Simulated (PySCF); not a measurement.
Computed shifts of a molecule C5H7F, B3LYP/pcSseg-1 (PySCF), GIAO, gas phase, equivalent atoms averaged, in ppm (number of nuclei): ¹³C: 151.4 (1), 147.9 (1), 130.0 (1), 125.0 (1), 100.6 (1). ¹⁹F: -202.5 (1). ¹H: 6.64 (1), 6.32 (1), 5.87 (1), 5.71 (1), 5.68 (1), 5.56 (1), 5.48 (1). References: ¹³C against TMS (σ = 181.3 ppm); ¹⁹F against CFCl3 (σ = 161.7 ppm); ¹H against TMS (σ = 31.68 ppm), references at their B3LYP-D3(BJ)/def2-TZVP geometries, non-relativistic. Geometry optimised at B3LYP-D3(BJ)/def2-SVP. Other conformers were not sampled.

Question: Which molecule gave these data?
(A) C=CC(F)C=C
(B) C#CC[C@@H](C)F
(C) C=C(C)/C=C\F
(D) CC=C=C(C)F

Answer: A, C=CC(F)C=C
